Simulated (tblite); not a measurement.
Species: C₃H₉Ge (doublet state).
Numbering: `[CH3:1][CH2:2][CH:3][GeH3:4]` (hydrogens: H5, H6, H7 on C1; H8, H9 on C2; H10 on C3; H11, H12, H13 on Ge4)

Computed with GFN2-xTB (tblite), gas phase: L-BFGS steps from a force-field or distance-geometry start until the largest atomic force falls under 0.01 eV/Å.

Step 24: E = -349.4785 eV
```
atom  x, y, z in Å  |  force x, y, z in eV/Å
C1     -1.6313    0.4485   -0.6350    0.013   0.047  -0.030
C2     -0.8660   -0.7683   -0.0840   -0.046   0.029  -0.008
C3      0.5593   -0.7514   -0.4883   -0.019  -0.039  -0.022
Ge4     1.9057    0.4029    0.2171    0.057   0.029  -0.046
H5     -1.2460    1.3643   -0.1927    0.048   0.014   0.018
H6     -2.6931    0.3724   -0.4097    0.034  -0.046   0.039
H7     -1.5092    0.5150   -1.7127   -0.006  -0.031  -0.039
H8     -0.9480   -0.7391    1.0068   -0.009  -0.008  -0.001
H9     -1.3484   -1.6773   -0.4514   -0.017  -0.011   0.047
H10     0.8208   -1.3743   -1.3323    0.023   0.021  -0.005
H11     1.4253    1.1838    1.3946   -0.025  -0.014   0.000
H12     3.1341   -0.3525    0.6289   -0.031  -0.015   0.010
H13     2.3924    1.3765   -0.8202   -0.021   0.023   0.035
```

Step 25: E = -349.4792 eV
```
atom  x, y, z in Å  |  force x, y, z in eV/Å
C1     -1.6309    0.4500   -0.6355    0.037   0.008  -0.018
C2     -0.8654   -0.7687   -0.0840   -0.047   0.042  -0.012
C3      0.5605   -0.7530   -0.4890   -0.032  -0.005   0.008
Ge4     1.9061    0.4047    0.2167    0.007  -0.011  -0.036
H5     -1.2433    1.3656   -0.1927    0.032  -0.010  -0.003
H6     -2.6926    0.3729   -0.4089    0.045  -0.036   0.038
H7     -1.5098    0.5137   -1.7140   -0.007  -0.020  -0.018
H8     -0.9480   -0.7392    1.0071    0.000  -0.001  -0.013
H9     -1.3488   -1.6785   -0.4489   -0.012   0.006   0.037
H10     0.8228   -1.3732   -1.3343    0.016   0.012  -0.010
H11     1.4248    1.1832    1.3954   -0.024  -0.012  -0.003
H12     3.1307   -0.3539    0.6293   -0.009  -0.016   0.012
H13     2.3897    1.3768   -0.8200   -0.005   0.043   0.017
```

Step 26: E = -349.4796 eV
```
atom  x, y, z in Å  |  force x, y, z in eV/Å
C1     -1.6300    0.4513   -0.6363    0.041  -0.020  -0.007
C2     -0.8659   -0.7683   -0.0842   -0.024   0.029  -0.010
C3      0.5605   -0.7541   -0.4893   -0.028   0.018   0.024
Ge4     1.9067    0.4056    0.2158   -0.036  -0.034  -0.017
H5     -1.2405    1.3663   -0.1928    0.020  -0.022  -0.021
H6     -2.6912    0.3725   -0.4076    0.044  -0.019   0.034
H7     -1.5103    0.5121   -1.7153   -0.006  -0.007  -0.004
H8     -0.9484   -0.7394    1.0071    0.006   0.009  -0.016
H9     -1.3496   -1.6792   -0.4465   -0.013   0.015   0.024
H10     0.8242   -1.3718   -1.3360    0.005   0.006  -0.010
H11     1.4241    1.1827    1.3959   -0.020  -0.016  -0.011
H12     3.1285   -0.3549    0.6298    0.004  -0.016   0.012
H13     2.3876    1.3777   -0.8196    0.007   0.057   0.003
```

Task: Estimate the geometry and energy of step 27. (The exact step hangs on the optimiser's Hessian estimate; all steps are aligned on step 26, rigid shifts and turns removed.)

Result: E = -349.4801 eV, largest force 0.071 eV/Å
```
atom  x, y, z in Å  |  force x, y, z in eV/Å
C1     -1.6283    0.4523   -0.6372    0.030  -0.036   0.002
C2     -0.8668   -0.7677   -0.0844    0.010   0.000  -0.002
C3      0.5599   -0.7548   -0.4895   -0.013   0.027   0.024
Ge4     1.9064    0.4060    0.2150   -0.059  -0.040   0.003
H5     -1.2364    1.3664   -0.1935    0.012  -0.024  -0.035
H6     -2.6887    0.3721   -0.4056    0.035   0.000   0.028
H7     -1.5106    0.5098   -1.7168   -0.005   0.004   0.004
H8     -0.9487   -0.7397    1.0069    0.008   0.022  -0.010
H9     -1.3507   -1.6796   -0.4436   -0.018   0.018   0.006
H10     0.8252   -1.3695   -1.3380   -0.009   0.003  -0.005
H11     1.4231    1.1820    1.3964   -0.016  -0.020  -0.020
H12     3.1264   -0.3562    0.6306    0.009  -0.013   0.007
H13     2.3848    1.3793   -0.8193    0.015   0.059  -0.003
```

The energy changes by -0.0005 eV. The first-order estimate −F·Δx gives -0.0006 eV and the mean of the old and new forces, exact on a quadratic surface, -0.0005 eV. The step makes an angle of 59° with the force vector and moves no atom by more than 0.004 Å.

The cost below is that of the whole relaxation. On an Arm Neoverse V2 with one thread, shared host with 96 logical CPUs at a one-minute load of 26, this took 0.34 s wall.
